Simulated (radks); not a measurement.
The nuclear charge of neutral technetium is varied continuously with 43 electrons held in [Kr] 4d5 5s2. Calculated with a radial shooting solver on a logarithmic mesh with Libxc functionals: scalar-relativistic Kohn-Sham, PBE, spin-unpolarised, spherical densities, finite nucleus; Fermi nuclear charge, rms radius 4.4112 fm. By the Hellmann-Feynman theorem dE/dZ = E(electron-nucleus)/Z, the electronic potential at the nucleus (averaged over a nucleus of fixed radius). The scalar-relativistic energy here is not variational (the density holds large components alone), so the two differ by a part that grows with Z.

Z     E (hartree)  E(electron-nucleus)/Z (hartree)  HOMO  e(HOMO) (eV)  <r> HOMO (bohr)
42.8  -4237.52856                         -238.653    5s        -3.689            3.430
42.9  -4261.48961                         -239.419    5s        -4.354            3.363
43    -4285.52774                         -240.185    5s        -5.043            3.300
43.1  -4309.64291                         -240.951    5s        -5.755            3.241
43.2  -4333.83508                         -241.716    5s        -6.489            3.185
43.3  -4358.10424                         -242.480    5s        -7.244            3.133
43.4  -4382.45037                         -243.245    5s        -8.020            3.082
43.5  -4406.87343                         -244.009    5s        -8.817            3.035
43.6  -4431.37342                         -244.773    5s        -9.633            2.989
43.7  -4455.95033                         -245.537    5s       -10.469            2.945
43.8  -4480.60414                         -246.301    5s       -11.324            2.904
43.9  -4505.33485                         -247.065    5s       -12.198            2.864
44    -4530.14246                         -247.829    5s       -13.090            2.825

The central difference of E at Z = 43 is -240.766 hartree, to compare with the third column; the second derivative is -7.7 hartree.
